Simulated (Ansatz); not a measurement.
`CN[SiH](N)S`. Total charge 0; spin multiplicity 1. The geometry is a stationary point of PBE0-D4/def2-TZVP. It is one conformer, not always the lowest.

```xyz
13

C     1.954   -0.482    0.054
N     0.696   -0.093    0.653
Si   -0.708    0.285   -0.238
N    -1.742    1.107    0.839
S    -1.967   -1.306   -0.964
H     2.048   -1.565   -0.094
H     2.052   -0.007   -0.926
H     2.800   -0.147    0.661
H     0.558   -0.470    1.579
H    -0.200    0.972   -1.457
H    -2.723    1.205    0.638
H    -1.391    1.848    1.423
H    -1.376   -1.345   -2.168
```

(1) What is the dipole moment at r2SCAN/def2-TZVPP? (Best estimate.)

(2) And with PBE, B3LYP, ωB97M-V? (Estimate.)

(3) Give the Mulliken charges with r2SCAN, PBE, B3LYP in def2-TZVPP. (Best estimate.)

Results:

(1) Computed: 1.68 D, with components (1.06, 1.06, 0.77) D in this frame, pointing from negative to positive charge.

(2) Ansatz gave: PBE 1.66 D, B3LYP 1.65 D, ωB97M-V 1.64 D.

(3) The calculation gave: 
```csv
atom,r2SCAN,PBE,B3LYP
C1,-0.05,-0.19,-0.18
N2,-0.34,-0.26,-0.31
Si3,0.57,0.43,0.54
N4,-0.46,-0.39,-0.41
S5,-0.32,-0.30,-0.32
H6,0.06,0.10,0.10
H7,0.05,0.08,0.08
H8,0.05,0.09,0.10
H9,0.13,0.13,0.12
H10,-0.12,-0.11,-0.12
H11,0.16,0.15,0.14
H12,0.16,0.15,0.14
H13,0.10,0.11,0.10
```

B3LYP here is the variant with VWN-RPA as its local correlation; programs differ in this.
